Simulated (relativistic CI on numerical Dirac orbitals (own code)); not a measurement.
## Se3+: what numerical and physical settings do to a radial Dirac CI calculation

Reference input:

```
atom Se  Z=34  charge=3  electrons=31
nucleus A=80  rms_radius_fm=4.1400
hamiltonian dirac-coulomb  breit=on  qed=on  c_scale=1
orbitals kli  potential=per-configuration
slater_scale 1
correlation none
mixing on
grid step=0.0125 r_max=37.3
scf mixing=0.4 start=green max_iterations=150 tolerance=2e-08 node_fill=0.05
configurations
  [Ar] 3d10 4s2 4p
  [Ar] 3d10 4s 4p2
end
```

Computed lowest total energy -2424.44067 Ha, first excitation 4360.9 cm⁻¹, 23 SCF steps. Runs with settings changed; * marks those that are bad on purpose (the QED terms keep the true α when c is scaled):

| Changed | Outcome | Lowest level | ΔE (Ha) | First excitation (cm⁻¹) | SCF steps | Message |
| --- | --- | --- | --- | --- | --- | --- |
| Breit term off, SCF tolerance 1e-06, SCF mixing 0.05 | converged | 4s2.4p 2P°_1/2 | -1.17 | 4454.3 | 24 |  |
| iteration limit 30 | converged | 4s2.4p 2P°_1/2 | 0 | 4360.9 | 23 |  |
| SCF mixing 0.9, iteration limit 30, QED terms off | converged | 4s2.4p 2P°_1/2 | -0.786 | 4351.3 | 22 |  |
| speed of light × 1.25, Slater scale 0.5, grid step 0.04 | converged | 4s2.4p 2P°_1/2 | 10.1 | 2756.3 | 23 |  |
| speed of light × 0.05 * | not converged |  |  |  | 1 | SCF of 1s2 2s2 2p6 3s2 3p6 3d10 4s2 4p stopped: an orbital could not be found |
| SCF tolerance 0.05 * | converged | 4s2.4p 2P°_1/2 | -2.8e-05 | 4355.6 | 10 |  |

With so few configurations and no correlation, terms lie too far apart (by 10 to 50 % near neutrality), their order can be wrong, and levels of other configurations are missing.
